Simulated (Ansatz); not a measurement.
A nudged elastic band was laid between two geometries of C2H8AlNSi (13 atoms, charge 0, multiplicity 1).

The calculation used RKS CAM-B3LYP-D4/STO-3G (Ansatz).

```
movable images  : 7
climbing image  : yes
spring          : 5.0 eV/Å²
optimiser       : quadratic models (default)
start path      : IDPP
force threshold : 0.05 eV/Å
iteration limit : 60
end points      : relaxed
```

First end point:

```xyz
13
Properties=species:S:1:pos:R:3
C -1.503 0.199 1.118
N -0.607 0.826 0.140
Al 0.285 1.884 -0.807
C 0.160 0.030 -0.928
Si 1.421 -1.228 -0.352
H -2.340 -0.340 0.633
H -0.973 -0.533 1.757
H -1.937 0.968 1.778
H 0.657 3.301 -1.051
H -0.508 -0.424 -1.680
H 0.830 -2.407 0.230
H 2.237 -1.660 -1.457
H 2.299 -0.651 0.633
```

Last end point:

```xyz
13
Properties=species:S:1:pos:R:3
C -1.287 0.241 1.355
N -0.412 0.877 0.363
Al 0.544 1.925 -0.531
C 0.048 0.174 -0.924
Si 1.101 -1.364 -0.757
H -0.834 -0.676 1.779
H -1.479 0.937 2.188
H -2.265 -0.049 0.924
H 1.154 3.277 -0.602
H -0.784 -0.013 -1.626
H 0.368 -2.513 -0.287
H 1.679 -1.715 -2.029
H 2.186 -1.137 0.163
```

Task: Which bonds break or form, and what moves?

Result: No bond is made or broken. The dihedral H6–C1–N2–C4 goes from -60 to 60°. The two ends are copies of one structure, up to a mirror image or an exchange of like atoms.

Task: What energy profile does the band end with?

Result: It converged. The highest image is number 4 of 0 to 8, 6.4 kJ/mol above the ends, which have the same energy within 2 meV. A vibrational analysis at the climbing image gives one clearly imaginary mode, 165i cm⁻¹: a first-order saddle point. Limits of this set-up: minimal basis.

```csv
image,path coordinate (Å),energy (kJ/mol),dihedral H6–C1–N2–C4 (°)
0,0.00,0.0,-60
1,0.45,0.9,-46
2,0.89,3.1,-32
3,1.34,5.4,-16
4,1.79,6.4,0
5,2.24,5.4,16
6,2.68,3.1,32
7,3.13,0.9,47
8,3.58,0.0,60
```

Task: What is the geometry of the highest image?

Result: 
```xyz
13
Properties=species:S:1:pos:R:3:forces:R:3
C -1.342 0.255 1.319 -0.02 0.00 0.02
N -0.438 0.869 0.330 0.00 -0.02 -0.02
Al 0.535 1.920 -0.542 0.00 0.01 0.01
C 0.079 0.155 -0.930 0.01 0.00 0.00
Si 1.152 -1.363 -0.706 0.00 0.01 0.00
H -1.592 -0.777 1.025 0.00 -0.01 0.00
H -0.889 0.213 2.328 0.00 0.00 -0.01
H -2.293 0.813 1.413 0.00 0.00 0.00
H 1.128 3.279 -0.612 0.00 0.00 -0.01
H -0.720 -0.053 -1.663 0.00 0.01 0.00
H 0.421 -2.515 -0.241 0.00 0.00 0.01
H 1.776 -1.727 -1.952 0.00 0.00 0.00
H 2.202 -1.104 0.246 0.00 0.00 0.00
```

Task: What are the harmonic wavenumbers there?

Result: 165i, 100, 129, 187, 260, 374, 484, 575, 624, 676, 763, 803, 882, 1061, 1106, 1143, 1162, 1168, 1202, 1278, 1412, 1484, 1609, 1686, 1708, 2570, 2683, 2729, 2735, 3284, 3306, 3423, 3473 cm⁻¹.

The run took 95 s on 1 CPU thread of a shared host.
